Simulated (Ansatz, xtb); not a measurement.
## Isomers of C3H8OSn in order of energy

5 gas-phase structures of C3H8OSn, from a drawn sample of its isomers (lower ones may exist). Each was relaxed with GFN2-xTB; where two conformers were screened, the lower at r2SCAN-D4/def2-SVP is listed:

A. `CC(C)[O][SnH]`, a singlet
B. `C[CH](C)[Sn][OH]`, a singlet
C. `CC[O][Sn][CH3]`, a singlet
D. `CCC[O][SnH]`, a singlet
E. `CC[CH2][Sn][OH]`, a singlet

**Question.** Make a reasoned guess at their ranking by r2SCAN-D4/def2-SVP single-point energy.

**Answer.** Calculated order at r2SCAN-D4/def2-SVP: E (0.0), B (1.4), C (4.4), A (7.4), D (12.4) kcal/mol.

Energies above the lowest of each column, in kcal/mol; the last columns are at PBE0-D4/def2-SVP geometries and were run for some of them only (a dash: not run or not comparable):

```tsv
structure	GFN2-xTB	HF/STO-3G	r2SCAN-D4/def2-SVP	PBE0-D4/def2-SVP	CCSD(T)/def2-SVP + ΔMP2/def2-TZVPP
E	13.3	4.9	0.0	0.0	0.0
B	15.9	6.4	1.4	1.6	1.2
C	15.1	0.0	4.4	–	–
A	0.0	17.2	7.4	–	–
D	4.1	21.5	12.4	–	–
```

CCSD(T)/def2-SVP + ΔMP2/def2-TZVPP puts E lowest of those it was run on; GFN2-xTB picks A, HF/STO-3G picks C. Flexible structures stand in one conformer each, not always the lowest. Frequencies (GFN2-xTB) were run for B, E alone. Atoms past krypton carry core potentials in the def2 sets, without spin–orbit terms. ΔMP2 is the change of the MP2 energy from the smaller to the larger basis.

Over these structures GFN2-xTB departs from r2SCAN-D4/def2-SVP by 9.9 kcal/mol on average once a common shift is removed. A GFN2-xTB relaxation took about 0.19 s and the r2SCAN-D4/def2-SVP energy about 3 s on a shared host (Ansatz 0.2.0, xtb 6.7.1).
